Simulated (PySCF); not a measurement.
# Electron correlation in P³⁺ (phosphorus, charge +3)

[Ne] 3s2, closed-shell 1S. All numbers are calculated (PySCF 2.14, the spin-free X2C one-electron Hamiltonian (Gaussian nucleus), in cc-pVDZ-DK (4s3p1d, 18 functions)). Frozen: [Ne]; 2 electrons correlated.

Total MP2 correlation energy: -31.82 mhartree.

Same-spin part 0.00 and opposite-spin part -31.82 mhartree; SCS-MP2 scales them by 1/3 and 6/5 to -38.19 mhartree.

With two correlated electrons CCSD is exact within the correlated space (frozen core and kept virtual orbitals).

```tsv
level	correlation energy (mhartree)
CCSD	-47.77
```

Diagnostics: T1 = 0.0039, D1 = 0.0055, largest double amplitude 0.116.

**Question.** Is a single reference adequate?

**Answer.** Mostly. T1 lies below 0.03, but a double amplitude of this size points to a near-degeneracy that CCSD handles and MP2 describes poorly.
